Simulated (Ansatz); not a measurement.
`C=C[Si](N)(F)O[SiH3]` + `O[SiH2]F` → `F[SiH2]O[SiH3]` + `C=C[Si](N)(O)F`  (ligand exchange at the Si–O bond)

Computed with Ansatz on PBE0-D4/def2-TZVP structures; ΔE is electronic, products minus reactants. CCSD(T)/CBS adds triple-zeta CCSD(T) − MP2 to the extrapolated MP2 energy (def2 sets, frozen cores). Each species was taken in one conformer, which may not be the lowest.

```tsv
species	CCSD(T)/CBS(def2) energy (Eh)
`C=C[Si](N)(F)O[SiH3]`	-888.93769
`O[SiH2]F`	-465.96250
`F[SiH2]O[SiH3]`	-756.28164
`C=C[Si](N)(O)F`	-598.61830
```

(1) Work out ΔE.

Largest T1 diagnostic among the species: 0.011.

## Answers

(1) ΔE = (-756.28164) + (-598.61830) − (-888.93769) − (-465.96250) = 0.00025 Eh = +0.7 kJ/mol.

The D4 term adds +3.3 kJ/mol with B3LYP and +2.2 kJ/mol with PBE0; it sums over pairs of atoms, weighted by their polarisabilities, and B3LYP, whose exchange is more repulsive, gets the larger term.

B3LYP here is the variant with VWN-RPA as its local correlation; programs differ in this.
